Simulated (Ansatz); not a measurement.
The molecule ClF-, multiplicity 2 (lowest of 2S+1 = 2, 4 at CCSD(T)/def2-TZVPP on PBE0 minima; our sources give no spin for the ground state, which may be another). The T1 diagnostic near the minimum is 0.056, so single-reference values are doubtful.

Seven points along R, fitted to fifth degree in 1/R; most abundant isotopes. Runs in def2 and cc sets follow the lowest solution found near the PBE0 minimum.

Correlated levels freeze the cores. CBS: X⁻³ extrapolation of the correlation energy, Hartree–Fock from the larger set.

The values were computed with Ansatz (a program for electronic structure). Each number belongs to the level named beside it.

Task: What bond length and harmonic frequency does B2PLYP/def2-TZVPP give?

Result: r_e = 2.224 Å, ω_e = 331 cm⁻¹.

Task: What bond length and harmonic frequency does CCSD/def2-TZVPP give?

Result: r_e = 2.180 Å, ω_e = 372 cm⁻¹.

Task: What bond length and harmonic frequency does CCSD(T)/CBS(aug-cc-pV(T+d)Z, aug-cc-pV(Q+d)Z) give?

Result: r_e = 2.150 Å, ω_e = 386 cm⁻¹.

Doubts at one or more of the structures used: T1 above 0.05 (CCSD/def2-TZVPP, CCSD(T)/CBS(aug-cc-pV(T+d)Z, aug-cc-pV(Q+d)Z)); other coupled-cluster roots lie near (CCSD/def2-TZVPP).
